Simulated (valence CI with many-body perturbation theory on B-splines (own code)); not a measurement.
## Ladder of approximations for Sn³⁵⁺

Calculated by configuration interaction combined with many-body perturbation theory (CI+MBPT): five valence electrons over a frozen Dirac-Fock core [Ne], radial functions for each j: 9 s, 9 p, 8 d, 6 f, 3 g, 1 h, with the one-electron correlation potential Σ1, the two-electron term Σ2, the three-electron term Σ3, Breit, model QED; selected CI, second order for the rest (own B-spline code, finite nucleus).

The last digits are not significant, and no measured levels were compared; by estimate large intervals hold to a few tenths of a per cent, small ones and those within an open d or f shell to about a per cent. Among the levels kept, up to 540 cm⁻¹ of a level comes from second order outside the variational space, and about a tenth of that is noise between levels of different J, which matters for small intervals.

Each rung adds one term. CI alone is the Dirac-Coulomb CI over the frozen core; QED comes last and gives the full result, which names the levels. Energies are above (3s^2 3p1/2^2 3p3/2) J=3/2 on the same rung, in cm⁻¹.

Levels are named by their leading jj configuration (3d3/2^4 stands for four electrons in 3d with j = 3/2), which in mixed levels can hold well under half, so a name can repeat and another be missing. Letters in brackets count levels of one name in rising energy.

```tsv
Level	CI alone	Σ1	Σ2	Σ3	Breit	QED	Full
(3s^2 3p1/2 3p3/2^2) J=3/2	390808	+521	+624	+160	-6323	+801	386591
(3s^2 3p1/2 3p3/2^2) J=5/2	451774	+536	+348	-11	-7662	+818	445803
(3s^2 3p1/2 3p3/2^2) J=1/2	523895	+540	+83	-254	-6188	+772	518847
(3s^2 3p3/2^3) J=3/2	921964	+1059	+734	-99	-13059	+1550	912149
(3s^2 3p1/2^2 3d3/2) J=3/2	1104710	-1418	-1561	-452	-2667	-1505	1097100
(3s 3p1/2^2 3p3/2^2) J=5/2	1125160	-1035	+243	+790	-2140	-5971	1117050
(3s^2 3p1/2^2 3d5/2) J=5/2	1299580	-978	-2657	-835	-6531	-1556	1287030
(3s 3p1/2^2 3p3/2^2) J=1/2	1301600	-991	-581	+547	-1001	-6550	1293020
(3s 3p1/2^2 3p3/2^2) J=3/2	1318260	-1017	-1391	+371	-2407	-5429	1308390
(3s^2 3p1/2 3p3/2 3d3/2) J=5/2 [a]	1501550	-920	-1270	-365	-10412	-320	1488260
(3s^2 3p1/2 3p3/2 3d3/2) J=3/2 [a]	1501320	-907	-1153	-256	-9253	-902	1488850
(3s^2 3p1/2 3p3/2 3d3/2) J=1/2 [a]	1508170	-914	-1131	-331	-8774	-503	1496520
(3s 3p1/2 3p3/2^3) J=3/2 [a]	1536310	-513	+306	+605	-9348	-3494	1523860
(3s^2 3p1/2 3p3/2 3d3/2) J=7/2	1558130	-865	-1349	-619	-12260	-141	1542890
(3s^2 3p1/2 3p3/2 3d5/2) J=5/2 [a]	1598560	-475	-184	+289	-11739	-2681	1583770
(3s^2 3p1/2 3p3/2 3d5/2) J=7/2 [a]	1607720	-449	-1293	-468	-13682	+95	1591930
(3s^2 3p1/2 3p3/2 3d5/2) J=9/2	1670290	-417	-1206	-767	-16246	+87	1651740
(3s^2 3p1/2 3p3/2 3d3/2) J=5/2 [b]	1693260	-729	-4510	-1212	-11008	-884	1674920
(3s^2 3p1/2 3p3/2 3d3/2) J=1/2 [b]	1705200	-686	-2893	-439	-8695	-2451	1690030
(3s^2 3p1/2 3p3/2 3d5/2) J=3/2 [a]	1721870	-492	-1798	-360	-10869	-2324	1706020
(3s^2 3p1/2 3p3/2 3d3/2) J=3/2 [b]	1734860	-923	-6312	-1361	-8329	-1770	1716160
(3s^2 3p1/2 3p3/2 3d3/2) J=1/2 [c]	1778350	-684	-4089	-1123	-10101	-1631	1760730
(3s^2 3p1/2 3p3/2 3d3/2) J=5/2 [c]	1779160	-625	-3267	-1044	-11656	-1573	1761000
(3s^2 3p1/2 3p3/2 3d5/2) J=7/2 [b]	1781890	-485	-2721	-1291	-15042	+116	1762460
(3s^2 3p1/2 3p3/2 3d5/2) J=3/2 [b]	1841320	-481	-3831	-1612	-11980	-932	1822480
(3s^2 3p1/2 3p3/2 3d5/2) J=5/2 [b]	1849600	-553	-5620	-1767	-11945	-1029	1828680
(3s 3p1/2 3p3/2^3) J=3/2 [b]	1885760	-542	-4363	-722	-9388	-3825	1866920
(3s^2 3p1/2 3p3/2 3d5/2) J=1/2	1932750	-502	-5154	-1528	-10206	-2467	1912890
(3s^2 3p3/2^2 3d5/2) J=7/2	2072130	+79	-1006	-495	-21143	+849	2050420
(3s^2 3p3/2^2 3d5/2) J=1/2	2072660	+31	-602	-291	-17857	-649	2053290
(3s^2 3p3/2^2 3d5/2) J=9/2	2095950	+87	-721	-746	-21589	+809	2073790
```

The middle columns are the shifts that each term adds.

**Question.** How does the ionisation energy move along the ladder, and which term matters most?

**Answer.** CI alone 2309.3, + Σ1 2310.2, + Σ2 2310.2, + Σ3 2309.8, + Breit 2308.5, + QED 2308.5 eV. The largest step is Breit, -1.3 eV. NIST lists 2326 ± 9 eV (semi-empirical).
